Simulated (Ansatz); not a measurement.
`C[O][GeH]([F])[AlH2]`, relaxed with RKS PBE-D4/def2-SVP in Ansatz from a rough embedded geometry. The force threshold is 0.03 eV/Å; the program also tests the step.

Total charge 0; spin multiplicity 1.

Start:

```xyz
11

C    -0.131   -0.534   -2.002
O    -0.394    0.361   -1.016
Ge    0.156   -0.353    0.567
F    -0.880   -1.626    0.982
Al   -0.076    1.384    2.309
H     1.039   -0.729   -2.081
H    -0.408   -0.132   -2.998
H    -0.606   -1.485   -1.858
H     1.614   -0.761    0.429
H     1.198    1.858    3.088
H    -1.513    2.016    2.581
```

| step | energy (eV) | largest force (eV/Å) | largest move (Å) |
| --- | --- | --- | --- |
| 1 | -68981.7705 | 3.394 | 0.000 |
| 2 | -68982.1984 | 1.207 | 0.194 |
| 3 | -68982.2622 | 0.483 | 0.195 |
| 4 | -68982.2869 | 0.317 | 0.066 |
| 5 | -68982.2992 | 0.136 | 0.120 |
| 6 | -68982.3022 | 0.222 | 0.079 |
| 7 | -68982.3040 | 0.218 | 0.067 |
| 8 | -68982.3077 | 0.066 | 0.054 |
| 9 | -68982.3083 | 0.052 | 0.039 |
| 10 (rejected) | -68982.3082 | 0.059 | 0.033 |
| 11 | -68982.3087 | 0.050 | 0.016 |
| 12 | -68982.3090 | 0.007 | 0.025 |
| 13 | -68982.3092 | 0.025 | 0.051 |

End:

```xyz
11

C    -0.133   -0.476   -2.041
O    -0.279    0.238   -0.826
Ge    0.336   -0.443    0.726
F    -0.711   -1.816    1.151
Al   -0.108    1.473    2.268
H     0.893   -0.896   -2.174
H    -0.327    0.219   -2.886
H    -0.857   -1.320   -2.117
H     1.716   -1.121    0.424
H     1.091    2.178    3.060
H    -1.621    1.964    2.414
```

It took 12 s on 4 threads of an Intel Xeon 6975P-C on a shared host, with 0.21 GiB of host memory at the peak.
